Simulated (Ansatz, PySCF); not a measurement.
System: H₆BN, singlet: internal rotation, threefold axis kept, other coordinates relaxed. Scanned: torsion (0 = eclipsed). Other coordinates (B-N length, H-B-N angle, H-N-B angle, B-H length, N-H length) were minimised at B3LYP/def2-TZVP.

Levels of theory: RKS-PBE/aug-cc-pVQZ = restricted PBE/aug-cc-pVQZ run with Ansatz (a program for electronic structure); B3LYP/def2-TZVP, density fitting (PySCF); CCSD(T)/aug-cc-pVQZ = CCSD(T) on RHF/aug-cc-pVQZ, frozen core in Ansatz.

Energies relative to the lowest point of each profile, in kcal/mol; the last columns give the difference from CCSD(T):

```tsv
at / °	RKS-PBE/aug-cc-pVQZ	B3LYP	CCSD(T)/aug-cc-pVQZ	RKS-PBE/aug-cc-pVQZ − CCSD(T)/aug-cc-pVQZ	B3LYP − CCSD(T)/aug-cc-pVQZ
0	1.96	2.05	1.97	0.00	0.09
13	1.76	1.84	1.76	0.00	0.08
23	1.35	1.42	1.35	0.00	0.07
33	0.85	0.90	0.85	0.00	0.05
43	0.38	0.40	0.38	0.00	0.02
53	0.07	0.07	0.07	0.00	0.01
60	0.00	0.00	0.00	0.00	0.00
```

RKS-PBE/aug-cc-pVQZ is furthest from CCSD(T)/aug-cc-pVQZ at 0 (0.00 kcal/mol, below); its mean absolute difference over the points is 0.00 kcal/mol.

B3LYP is furthest from CCSD(T)/aug-cc-pVQZ at 0 (0.09 kcal/mol, above); its mean absolute difference over the points is 0.05 kcal/mol.
